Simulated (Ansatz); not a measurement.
Reaction (formal exchange of groups at the Si–O bond): `F[SiH2]OC[SiH3]` + `FCC(F)Cl` → `F[SiH2]C(F)Cl` + `FCOC[SiH3]`

Isolated molecules relaxed with PBE0-D4/def2-TZVP in Ansatz; ΔE leaves out vibrations. CCSD(T)/CBS is the MP2 limit (def2-TZVPP, def2-QZVPP) plus CCSD(T) − MP2 in def2-TZVPP, frozen cores. Each species was taken in one conformer, which may not be the lowest.

```csv
species,MP2/def2-TZVPP energy (Eh)
`F[SiH2]OC[SiH3]`,-795.23355
`FCC(F)Cl`,-737.00047
`F[SiH2]C(F)Cl`,-988.07886
`FCOC[SiH3]`,-544.09547
```

Question: Work out ΔE.

Answer: ΔE = (-988.07886) + (-544.09547) − (-795.23355) − (-737.00047) = 0.05969 Eh = +156.7 kJ/mol. CCSD(T)/CBS gives +152.0 kJ/mol.

Largest T1 diagnostic among the species: 0.012.

From PBE to PBE0 (25 % exact exchange), in def2-TZVPP and without D4, ΔE moves by +9.6 kJ/mol. In def2-TZVPP, CCSD(T) changes the Hartree–Fock value by −15.4 kJ/mol (the triples alone add −3.4 kJ/mol) and MP2 by −9.2 kJ/mol.
